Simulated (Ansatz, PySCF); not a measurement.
Gas-phase reaction (SMILES): NB(N)F + F (HF) → NB(F)F + N (NH3); hydrogen fluoride cleaves one B-N bond, a model of a ligand-exchange step.

Each molecule is optimised on its own at B3LYP-D3(BJ)/def2-TZVP (Ansatz, a quantum-chemistry and plane-wave program), one conformer each, not searched for the lowest. Correlated levels leave the core frozen unless marked. Spin-orbit coupling is left out. Non-relativistic. Basis-set limits of correlation are two-point, X^-3; Hartree-Fock from the larger set. The bracket is a focal-point correction in the basis named. Thermal terms are rigid-rotor harmonic-oscillator values from B3LYP-D3(BJ) frequencies (Ansatz or PySCF) at 298.15 K and 1 atm. 1 Eh = 627.5095 kcal/mol.

```csv
species,"E, RI-MP2/CBS(aug-cc-pVTZ,aug-cc-pVQZ)+[CCSD(T)-MP2]/aug-cc-pVTZ (Ansatz) (Eh)","E, r2SCAN-D4/def2-TZVPD (Ansatz + dftd4) (Eh)",H - E (Eh),G - E (Eh)
NB(N)F,-236.55241,-236.74264,0.06612,0.03359
F (HF),-100.39388,-100.44728,0.01259,-0.00713
NB(F)F,-280.45847,-280.66379,0.04174,0.01090
N (NH3),-56.50756,-56.54744,0.03799,0.01614
```

Problem. Work out ΔE and ΔH, ΔG, ΔS and the equilibrium constant at 298.15 K at the first level, then ΔH at the second.

Solution. 
1. ΔE = [(-280.45847) + (-56.50756)] - [(-236.55241) + (-100.39388)] = -0.01974 Eh = -12.4 kcal/mol at RI-MP2/CBS(aug-cc-pVTZ,aug-cc-pVQZ)+[CCSD(T)-MP2]/aug-cc-pVTZ.
2. The terms H - E add up to 0.00102 Eh, so ΔH = (-0.01974 + (0.00102))×627.5095 = -11.7 kcal/mol.
3. The terms G - E add up to 0.00058 Eh, so ΔG = -12.0 kcal/mol, and ΔS = (0.00102 - (0.00058))×627509.5/298.15 = 0.9 cal/(mol K).
4. log10 K = -ΔG/(RT ln 10) = 8.8, with RT ln 10 = 1.3642 kcal/mol.
5. At r2SCAN-D4/def2-TZVPD the same steps give ΔE = -13.4 and ΔH = -12.7 kcal/mol, a shift of -1.0 from the first level.
6. These values are not checked against measurement here, since the tables used lack a sound gas-phase enthalpy of formation for at least one species.
